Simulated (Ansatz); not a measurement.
The first iterations of a band of CH$_{3}$NOSe (7 atoms, charge 0, multiplicity 1).

All numbers below come from RKS PBE0-D4/def2-SVP in Ansatz.

| Property | Result |
| --- | --- |
| movable images | 5 |
| climbing image | yes |
| spring | 0.5 eV/Å² |
| optimiser | quadratic models (default) |
| start path | IDPP |
| force threshold | 0.03 eV/Å |
| iteration limit | 50 |
| end points | relaxed |

Initial state:

```xyz
7
Properties=species:S:1:pos:R:3
N -0.210 -1.167 -0.080
C 0.182 -0.009 0.222
O 1.037 0.205 1.226
Se -0.241 1.706 -0.547
H -0.859 -1.196 -0.862
H 1.234 -0.670 1.596
H -1.143 1.132 -1.555
```

Final state:

```xyz
7
Properties=species:S:1:pos:R:3
N -0.625 -1.295 0.102
C 0.081 -0.282 0.314
O 1.133 -0.340 1.139
Se -0.186 1.537 -0.383
H -1.450 -1.092 -0.458
H 1.718 0.408 0.972
H -0.671 1.064 -1.686
```

| iteration | highest image above the first end (eV) | largest band force component (eV/Å) |
| --- | --- | --- |
| 1 | 0.705 | 2.283 |
| 2 | 0.468 | 1.048 |
| 3 | 0.404 | 0.384 |

Task: Does the band converge within its limit, and where does its top end?

Result: It converged. It ended after 9 iterations with the highest image 0.409 eV above the first end. Another band between the same ends (5 images) ends at a top of the same energy, where a vibrational analysis finds 1 clearly imaginary mode.

The run took 3.4 min on 1 CPU thread of a shared host.
